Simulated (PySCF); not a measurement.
An unknown is described by computed data only.

Formula: C6H11NOSi.

- Polarisability: 104.6 au [B3LYP/def2-SVPD]
- Triplet: lowest triplet excitation (Tamm–Dancoff): 6.47 eV [TDA B3LYP/def2-SVPD]
- UV, first state: lowest singlet excitation: 6.91 eV (179 nm, f = 0.004) [TDDFT B3LYP/def2-SVPD]
- 1H NMR: chemical shifts (computed TMS as zero) by class: 4.63 (1 H), 1.94 (2 H), 1.58 (1 H), 1.19 (2 H), 1.05 (1 H), 1.05 (2 H), 0.59 (2 H) ppm [GIAO B3LYP/pcSseg-1]
- Valence photoelectron: vertical ionisation energy: 9.42 eV [ΔSCF B3LYP/def2-SVPD]
- Rotational structure: rotational constants A, B, C: 3.261, 0.688, 0.613 GHz [PBE0-D3(BJ)/def2-SVP]
- 13C NMR: chemical shifts (computed TMS as zero) by class: 125.4 (1 C), 32.7 (1 C), 27.5 (2 C), 17.0 (2 C) ppm [GIAO B3LYP/pcSseg-1]

Electronic properties: PySCF, gas phase, density fitting. Levels stand in brackets. The structure is a single PBE0-D3(BJ)/def2-SVP conformer in the gas phase; no vibrational or solvent corrections. Each NMR value is the plain mean over a class of atoms that symmetry, rotation or inversion makes alike.

Task: Give a SMILES that accounts for the data.

Result: Numbering: `[O:1]=[C:2]=[N:3][SiH:4]1[CH2:5][CH2:6][CH2:7][CH2:8][CH2:9]1`. Its formula, C6H11NOSi, gives 3 degrees of unsaturation: 1 ring and 2 π bonds in the structure found. 6 carbons fall into 4 classes; from least to most shielded: isocyanate carbon [C2] (125.4 ppm), ring CH2 carbon [C7] (32.7 ppm), ring CH2 carbon [C6/C8] (27.5 ppm, 2 C), ring sp3 carbon bound to silicon [C5/C9] (17.0 ppm, 2 C). Hydrogen classes from least to most shielded: 1 H on an SiH silicon, Si4 (4.63 ppm), 2 H on 2 ring CH2 carbons, C6/C8 (1.94 ppm), 1 H on a ring CH2 carbon, C7 (1.58 ppm), 2 H on 2 ring CH2 carbons, C6/C8 (1.19 ppm), 1 H on a ring CH2 carbon, C7 (1.05 ppm), 2 H on 2 like atoms (sp3 carbon bound to silicon), C5/C9 (1.05 ppm), 2 H on 2 like atoms (sp3 carbon bound to silicon), C5/C9 (0.59 ppm). The first electron is taken from the HOMO, whose largest Löwdin shares are 0.16 on an sp3 carbon bound to silicon, 0.15 on an sp3 carbon bound to silicon, 0.13 on the SiH silicon and 0.13 on the isocyanate nitrogen. The optimised geometry has point group Cs and is an asymmetric top. Structure: `O=C=N[SiH]1CCCCC1`. Computed isomers that give other values at the same levels: `COC[SiH2]n1cccc1` (rotational constant A: 4.068 GHz; this holds for the one conformer computed); `CC(=O)N[C@@H]1C=CC[SiH2]1` (smallest rotational constant: 0.752 GHz; this holds for the one conformer computed). The assignments are read from this structure; whether some other isomer fits the data as well wasn't checked.
